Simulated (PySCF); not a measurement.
CH₆B₂O.
Numbering: `[BH2:1][O:2][BH:3][CH3:4]` (hydrogens: H5, H6 on B1; H7 on B3; H8, H9, H10 on C4)

Method: PySCF 2.14.0, PBE0-D3(BJ)/def2-SVP geometry optimisation, gas phase; density fitting, grid level 1; the optimiser is geomeTRIC in internal coordinates, started from a GFN2-xTB structure with every atom displaced at random (about 0.01 Å).

Step 0: E = -4527.4125 eV
```
atom  x, y, z in Å  |  force x, y, z in eV/Å
B1      2.1997   -0.3996    0.2413   -0.864   0.594  -0.212
O2      1.0492    0.1563   -0.1228    0.985  -0.385   0.266
B3     -0.1091    0.6669   -0.4798   -0.741  -0.171   0.044
C4     -1.4055   -0.1677   -0.3363   -0.986   0.210   0.447
H5      2.5549   -0.2535    1.3376    0.402   0.093   1.222
H6      2.8117   -0.9719   -0.5573    0.736  -0.751  -0.937
H7     -0.1029    1.7697   -0.8973   -0.029   0.815  -0.338
H8     -1.9108   -0.2724   -1.3043   -0.091   0.016  -0.215
H9     -1.2780   -1.1590    0.0927    0.257  -0.441   0.061
H10    -2.1506    0.3419    0.3228    0.330   0.020  -0.337
```

Step 1: E = -4527.5339 eV
```
atom  x, y, z in Å  |  force x, y, z in eV/Å
B1      2.2349   -0.3845    0.2384    0.263  -0.141   0.044
O2      1.0617    0.1321   -0.1068   -0.146   0.003  -0.025
B3     -0.1265    0.6431   -0.4618   -0.096   0.135  -0.067
C4     -1.4576   -0.1753   -0.3318    0.141  -0.051   0.025
H5      2.6156   -0.2548    1.3874   -0.029  -0.014  -0.141
H6      2.8860   -0.9738   -0.6076   -0.088   0.088   0.140
H7     -0.1157    1.7850   -0.8862   -0.007  -0.090   0.023
H8     -1.9321   -0.2836   -1.3216    0.016   0.014  -0.030
H9     -1.3311   -1.1742    0.1117    0.005   0.020  -0.016
H10    -2.1766    0.3968    0.2748   -0.058   0.036   0.047
```

**Question.** Estimate the geometry and energy of step 2. (The exact step hangs on the optimiser's Hessian estimate; all steps are aligned on step 1, rigid shifts and turns removed.)

**Answer.** E = -4527.5344 eV, largest force 0.121 eV/Å
```
atom  x, y, z in Å  |  force x, y, z in eV/Å
B1      2.2184   -0.3926    0.2394    0.061  -0.012  -0.009
O2      1.0507    0.1401   -0.1109    0.080   0.082  -0.016
B3     -0.1301    0.6667   -0.4695   -0.026  -0.111   0.041
C4     -1.4410   -0.1752   -0.3281   -0.087   0.070  -0.007
H5      2.6006   -0.2650    1.3825   -0.015   0.000  -0.020
H6      2.8619   -0.9874   -0.5987   -0.019   0.008   0.025
H7     -0.1249    1.8039   -0.8963    0.018  -0.036   0.010
H8     -1.9153   -0.2910   -1.3178   -0.013   0.003  -0.007
H9     -1.2907   -1.1713    0.1124    0.019   0.015  -0.008
H10    -2.1708    0.3826    0.2838   -0.017  -0.019  -0.010
```

The energy changes by -0.0005 eV. The first-order estimate −F·Δx gives -0.0065 eV and the mean of the old and new forces, exact on a quadratic surface, -0.0009 eV. The step makes an angle of 80° with the force vector and moves no atom by more than 0.040 Å.

The cost below is that of the whole optimisation. Time: 10 s wall; peak memory 0.35 GiB. Hardware: Arm Neoverse V1, one thread, shared host with 32 logical CPUs at a one-minute load of 22.
